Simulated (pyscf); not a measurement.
PySCF, gas phase, ωB97X-D3(BJ)/def2-SVP geometries. MP2 and CC: frozen core, UHF for open shells. ΔMP2 is the change of the MP2 total energy from the triple- to the quadruple-zeta basis. Singlets are restricted, triplets unrestricted.

Singlet (Å):
```xyz
4

C      0.2047     0.4559    -0.1515
Si     1.5368     0.7780    -1.1656
H      0.2463     0.5211     0.9460
H     -0.7848     0.1615    -0.5323
```

Triplet (Å):
```xyz
4

C     -1.2193    -0.5021    -0.1123
Si    -0.7193     0.3344     1.4863
H     -0.7346    -1.4083    -0.5091
H     -2.0327    -0.1436    -0.7631
```

### Question
For these two minima of H₂C=Si:, which spin state lies lower at CCSD(T)/def2-TZVPP + ΔMP2(QZVPP), and by how much (electronic energies)?

### Answer
The singlet, by 38.9 kcal/mol. Zero-point energy shifts E(triplet) − E(singlet) by +0.1 kcal/mol. Other isomers of H₂C=Si: [singlet] were not searched in full and may lie lower. 

E(triplet) − E(singlet) by level (kcal/mol):

```tsv
level	gap
ωB97X-D3(BJ)/def2-TZVP	+36.2
PBE/def2-TZVP	+36.4
r²SCAN/def2-TZVP	+32.3
B3LYP-D3(BJ)/def2-TZVP	+35.8
PBE0-D3(BJ)/def2-TZVP	+33.0
M06-2X/def2-TZVP	+37.0
ωB97M-D3(BJ)/def2-TZVP	+39.1
HF/def2-TZVP	+12.6
MP2/def2-QZVPP	+41.4
CCSD/def2-TZVPP	+34.8
CCSD(T)/def2-TZVPP	+37.7
CCSD(T)/def2-TZVPP + ΔMP2(QZVPP)	+38.9
```

The triplet is the lowest one reached from the SCF start used. The CCSD(T) − MP2 part came from Ansatz, without density fitting, on the same reference.
